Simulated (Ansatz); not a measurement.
Consider the ligand exchange at a Ge–N bond: `C[N](C)[Ge][Cl]` + HCl → `[Cl][Ge][Cl]` + `CNC`.

Calculated with Ansatz (gas phase, PBE0-D4/def2-TZVP geometries, no zero-point term in ΔE). CBS: MP2 limit from def2 TZ/QZ plus the TZ coupled-cluster correction, frozen cores. This one scheme is used for every species. Functionals use def2-TZVPP. B3LYP here is the variant with VWN-RPA as its local correlation; programs differ in this. HSE06 is defined as in plane-wave codes. For Ge outer-core shells are correlated without core-valence functions, which leaves a few kJ/mol of doubt a bond. Scalar relativity is left out up to krypton. Each species was taken in one conformer, which may not be the lowest.

```tsv
level	ΔE (kJ/mol)	difference from CCSD(T)/CBS
LDA (SPW92)	-23.1	4.7
revPBE-D4	-34.3	-6.5
BLYP-D4	-35.7	-7.9
r2SCAN-D4	-35.1	-7.3
B97M-V	-42.6	-14.8
PBE0-D4	-38.9	-11.1
B3LYP-D4	-38.4	-10.6
r2SCANh-D4	-36.5	-8.7
r2SCAN0-D4	-38.5	-10.7
BHLYP-D4	-42.6	-14.8
CAM-B3LYP-D4	-36.3	-8.5
ωB97X-V	-37.6	-9.8
ωB97M-V	-39.5	-11.7
B2PLYP	-37.1	-9.3
PBE-QIDH	-33.4	-5.6
PBE	-43.4	-15.6
revPBE	-50.6	-22.8
BLYP	-49.8	-22.0
PBE0	-45.0	-17.2
B3LYP	-49.3	-21.5
r2SCANh	-38.7	-10.9
r2SCAN0	-40.9	-13.1
HSE06	-45.1	-17.3
BHLYP	-51.1	-23.3
CAM-B3LYP	-42.6	-14.8
LC-ωPBE	-37.8	-10.0
RPA@PBE/def2-TZVPP	-22.3	5.5
HF/def2-SVP	-53.6	-25.8
MP2/def2-SVP	-13.4	14.4
CCSD/def2-SVP	-23.6	4.2
CCSD(T)/def2-SVP	-18.7	9.1
HF/def2-TZVPP	-61.2	-33.4
SCS-MP2/def2-TZVPP	-24.6	3.2
CCSD/def2-TZVPP	-28.6	-0.8
CCSD(T)/def2-TZVPP	-23.1	4.7
MP2/def2-QZVPP	-21.6	6.2
SCS-MP2/def2-QZVPP	-27.6	0.2
HF/CBS(def2)	-62.1	-34.3
MP2/CBS(def2)	-23.3	4.5
CCSD/CBS(def2)	-33.3	-5.5
CCSD(T)/CBS	-27.8	0
```

Task: What do rigid-rotor, harmonic-oscillator terms from PBE0-D4/def2-TZVP frequencies (298.15 K, 1 bar) make of the CCSD(T)/CBS value? (Estimate.)

Result: Computed: ΔZPE = +11.3 kJ/mol, ΔH = -19.2 kJ/mol, ΔS = 24 J/(mol·K), ΔG = -26.4 kJ/mol.

Largest T1 diagnostic among the species: 0.014.

The D4 term adds +10.9 kJ/mol with B3LYP and +6.1 kJ/mol with PBE0; it sums over pairs of atoms, weighted by their polarisabilities, and B3LYP, whose exchange is more repulsive, gets the larger term. At CCSD(T), def2-SVP lies +9.1 kJ/mol from the extrapolated value and def2-TZVPP +4.7 kJ/mol.
